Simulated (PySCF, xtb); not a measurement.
Ti(OH)3(NH2) (H5NO3Ti), SMILES [NH2][Ti]([OH])([OH])[OH], multiplicity 1.

GFN2-xTB in xtb at its own geometry gives an orbital gap of 3.22 eV and a dipole moment of 0.52 D.

Coordinates come from a B3LYP-D3(BJ)/def2-SVP optimisation. The multiplicity is an assumed one; no other spin state was optimised. The structure was generated by enumeration; whether it is a known compound was not checked. The values are those of a single conformer.

Task: What does PBE/def2-TZVP run with PySCF give? (The exact figures need the calculation; the answer reports its results.)

Result: gap 3.91 eV (levels -5.96 and -2.04 eV), dipole 1.53 D.
